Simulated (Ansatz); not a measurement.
Relaxation of CH₇Ga (9 atoms, charge 0, multiplicity 1), to a largest force component of 0.03 eV/Å in at most 50 steps.

All numbers below come from RKS r2SCANh/def2-SVP in Ansatz.

```xyz
9
Properties=species:S:1:pos:R:3
Ga -1.106 0.246 -0.241
H 1.287 1.459 -1.132
H -1.620 -0.212 -1.646
H -1.745 1.500 0.445
H 1.216 0.906 -0.702
C 0.295 -0.803 0.675
H 0.889 -0.193 1.369
H -0.178 -1.601 1.273
H 0.963 -1.301 -0.041
```

Question: Where does it end, and by what steps?

Answer: The forces met the threshold. After 9 steps the energy has fallen by 0.178 eV; H2 moved furthest, 0.64 Å.

```tsv
step	energy less start (eV)	largest force component (eV/Å)	accepted
0	0.0000	1.925	yes
1	-0.1068	0.425	yes
2	-0.1269	0.217	yes
3	-0.1501	0.321	yes
4	-0.1686	0.371	yes
5	-0.1645	0.225	no
6	-0.1770	0.080	yes
7	-0.1777	0.049	yes
8	-0.1777	0.034	yes
9	-0.1781	0.009	yes
```

```xyz
9
Properties=species:S:1:pos:R:3
Ga -0.844 0.277 -0.268
H 0.712 1.664 -1.309
H -1.320 -0.130 -1.704
H -1.422 1.577 0.388
H 1.178 1.196 -0.927
C 0.275 -0.950 0.788
H 0.873 -0.430 1.549
H -0.393 -1.645 1.321
H 0.941 -1.560 0.162
```

Whether the end is a true minimum wasn't checked by a vibrational analysis.

Run time: 20 s on 2 threads of Arm Neoverse V2, with other jobs on the host, peak memory 0.17 GiB.
